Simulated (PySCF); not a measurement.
Compound: AsFH4Si.
SMILES: `[SiH2](F)[AsH2]`

Computed, not measured: EOM-EE-CCSD/aug-cc-pVDZ in PySCF, restricted Hartree–Fock reference, 15 core orbitals frozen, non-relativistic, gas phase, PBE0-D3(BJ)/def2-SVP geometry.

**Question.** Give the EOM-CCSD singlets and triplets.

**Answer.** 
```
    state  E (eV)  λ (nm)   main singles (HF orbitals, share of the singles part)
singlet 1    6.42     193      HOMO→LUMO 56 %, HOMO→LUMO+10 9 %, HOMO→LUMO+11 9 %
singlet 2    6.43     193   HOMO→LUMO+4 31 %, HOMO→LUMO+12 15 %, HOMO→LUMO+5 11 %
singlet 3    6.83     182  HOMO→LUMO+2 42 %, HOMO→LUMO+13 16 %, HOMO→LUMO+10 10 %
singlet 4    7.00     177                      HOMO→LUMO+1 42 %, HOMO→LUMO+4 13 %
triplet 1    5.60     221     HOMO→LUMO+10 22 %, HOMO→LUMO 14 %, HOMO→LUMO+9 13 %
triplet 2    5.74     216   HOMO→LUMO+4 27 %, HOMO→LUMO+12 16 %, HOMO→LUMO+5 12 %
```

**Question.** What is the vertical gap between the lowest excited singlet and the lowest triplet?

**Answer.** 6.42 − 5.60 = 0.82 eV (79 kJ/mol).

The first EOM-IP-CCSD ionisation energy is 9.90 eV, 2.90 eV above the highest singlet listed and 3.48 eV above the lowest.

T1 diagnostic 0.012. EOM-CCSD puts states of mainly double-excitation character too high. An iterative search for so few roots can pass over a low state.

Hardware: Intel Xeon Platinum 8488C, one thread (shared host). Cost: 9.7 min, 1.9 GiB resident at most.

Conformer computed: `[F:1][SiH2:2][AsH2:3]`: H–As3–Si2–F1 -179°, H–As3–Si2–F1 89°.

One conformer stands for the species.
